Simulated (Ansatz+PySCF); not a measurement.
sextet FeF: levels of theory in one basis

```xyz
2

Fe    0.0000    0.0000    0.0000
F     0.0000    0.0000    1.7800
```

Basis set: def2-SVP (spherical functions). Left uncorrelated: 6 orbitals. Correlation on ROHF uses semicanonical orbitals with singles. Charge 0, multiplicity 6.

Computed with Ansatz (development build ahead of 0.2.0); each method stands on the lowest determinant of its kind that the runs found.

```
  method  E − E(ROHF) (eV)  <S²> of the determinant
    ROHF              0.00                     8.75
     UHF             -0.10                     8.75
ROHF-MP2            -11.61                        –
 UHF-MP2            -11.62                     8.75
```

Q: Is a single determinant a sound starting point here?

A: By this sign, yes. Unrestricted orbitals gain 0.10 eV and <S²> is 8.75 against 8.75 for a pure state.

Caution: other spin multiplicities were not run.
